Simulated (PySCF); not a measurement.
## Core-level binding energies of Ge(SH)2H2

Ge(SH)2H2.
Bonds: Ge1–S2, Ge1–S4. Hydrogens: H6, H7 on Ge1; H3 on S2; H5 on S4.

Computed with delta-SCF UKS SCAN, pcX-2 on the ionised atom, pcseg-1 elsewhere, spin-free X2C in PySCF. These are vertical core ionisation energies against the vacuum level, from separate self-consistent calculations with and without the core hole.

Question: What binding energy does each computed site have?

Answer: 
| atom(s) | bonded to | level | binding energy (eV) | count |
| --- | --- | --- | --- | --- |
| S2/S4 | H and Ge | S 1s | 2477.14 | 2 |

Question: Which photon wavelength matches the S 1s of S2/S4 threshold?

Answer: λ = hc/E = 12398.42 eV Å / 2477.14 eV = 5.005 Å.

Question: Give the binding energy of S 1s of S2/S4 in hartree and in kJ/mol.

Answer: 2477.14 eV = 91.0332 Eh = 239008 kJ/mol.

The first atom of each set that the bonding makes equivalent was ionised and stands for the set. Not every level is listed. No level of germanium is listed. Geometry: PBE0-D3(BJ)/def2-SVP, one conformer, isolated molecule.
